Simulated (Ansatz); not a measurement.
`[BH2][AlH][O][SiH3]` + `BO` → `B[O][AlH][BH2]` + `O[SiH3]`  (ligand exchange at the Al–O bond)

Computed with Ansatz on PBE0-D4/def2-TZVP structures; ΔE is electronic, products minus reactants. CCSD(T)/CBS is the MP2 limit (def2-TZVPP, def2-QZVPP) plus CCSD(T) − MP2 in def2-TZVPP, frozen cores. This one scheme is used for every species. Functionals use def2-TZVPP. Each species was taken in one conformer, which may not be the lowest.

`[BH2][AlH][O][SiH3]`:

```xyz
10

B    -0.895   -0.491    2.324
Al    0.766   -0.512    1.005
O     0.530    0.043   -0.575
Si    0.137    0.601   -2.045
H    -1.652   -1.416    2.428
H    -1.151    0.443    3.031
H     2.230   -1.007    1.374
H     0.320   -0.466   -3.065
H    -1.284    1.045   -2.075
H     1.000    1.760   -2.402
```

`BO`:

```xyz
5

B     0.093    0.133    0.388
O    -0.268    0.256   -0.904
H     0.172    1.143    1.025
H     0.319   -0.949    0.861
H    -0.317   -0.583   -1.370
```

`B[O][AlH][BH2]`:

Cartesian coordinates in Å:
```
B 0.122 -1.267 -1.843
O 0.368 -0.681 -0.673
Al 0.667 0.073 0.813
B -0.770 1.478 1.491
H -0.505 -2.296 -1.875
H 0.525 -0.761 -2.860
H 2.005 -0.357 1.546
H -1.706 1.167 2.173
H -0.705 2.646 1.229
```

`O[SiH3]`:

Z-matrix (Å, degrees):
```
Si
O 1 1.648
H 1 1.489 2 111.7
H 1 1.489 2 111.7 3 120.9
H 1 1.481 2 105.9 3 -119.6
H 2 0.957 1 117.9 3 -60.5
```

Task: Is it downhill or uphill in electronic energy at CCSD(T)/CBS, and by how much? (Estimate.)

Result: Computed: Uphill: ΔE = +0.25 eV.

Task: What do these levels give: BLYP-D4, BHLYP-D4, CAM-B3LYP-D4, ωB97X-V, ωB97M-V, B2PLYP, r2SCANh, RPA@PBE/def2-TZVPP, HF/def2-TZVPP, MP2/def2-QZVPP, HF/CBS(def2), CCSD/CBS(def2)? (Best estimate.)

Result: Ansatz gave: BLYP-D4 0.23, BHLYP-D4 0.26, CAM-B3LYP-D4 0.25, ωB97X-V 0.25, ωB97M-V 0.25, B2PLYP 0.24, r2SCANh 0.24, RPA@PBE/def2-TZVPP 0.28, HF/def2-TZVPP 0.25, MP2/def2-QZVPP 0.26, HF/CBS(def2) 0.25, CCSD/CBS(def2) 0.25 eV.

Largest T1 diagnostic among the species: 0.014.

Leaving LDA and LC-ωPBE aside and taking each functional with its dispersion term where it has one, the values, not all of them listed here, spread over 0.03 eV, from PBE-D4 to BHLYP-D4. At CCSD(T), def2-SVP lies +0.09 eV from the extrapolated value and def2-TZVPP +0.01 eV.
